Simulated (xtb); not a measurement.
C2H10N2Si2, SMILES C/C([SiH2]N)=N\[SiH3]. All values are semi-empirical tight-binding results from xtb (GFN2-xTB unless named), good for trends rather than for accurate numbers. Geometry optimised at GFN2-xTB. The structure was generated by enumeration; whether it is a known compound was not checked. The values are those of a single conformer.

Optimised geometry:

```xyz
16

C      0.5355    -1.2995     1.4924
C     -0.0083    -0.3514     0.4616
N      0.6945     0.1410    -0.4657
Si     2.3481    -0.0254    -0.9141
Si    -1.8522     0.1645     0.5277
N     -2.3425     1.2640    -0.7011
H      0.9612    -2.1685     0.9920
H     -0.2337    -1.6198     2.1901
H      1.3417    -0.8103     2.0379
H      2.4625     0.8474    -2.0807
H      2.6788    -1.4124    -1.2609
H      3.2552     0.4067     0.1552
H     -2.0858     0.8322     1.8099
H     -2.6668    -1.0411     0.3670
H     -1.9035     2.1724    -0.7093
H     -2.3791     0.9166    -1.6472
```

A frequency run showed that this geometry is not a minimum.

Computed properties:
```json
{
 "orbital_gap": "2.17 eV",
 "dipole_moment": "0.85 D",
 "static polarisability (D4 model)": "99.8 bohr³",
 "solvation energy, GFN2-xTB/ALPB(water)": "-3.2 kcal/mol",
 "solvation energy, GFN2-xTB/ALPB(octanol)": "-6.9 kcal/mol"
}
```

Computed atomic charges and the Wiberg bond orders between heavy atoms:
charges (e) C1 -0.12, C2 0.02, N3 -0.34, Si4 0.47, Si5 0.47, N6 -0.40, H7 0.05, H8 0.03, H9 0.05, H10 -0.12, H11 -0.12, H12 -0.12, H13 -0.09, H14 -0.09, H15 0.16, H16 0.16. Bond orders C1–C2 1.03, C2–N3 1.90, N3–Si4 1.11, C2–Si5 0.81, Si5–N6 1.16.
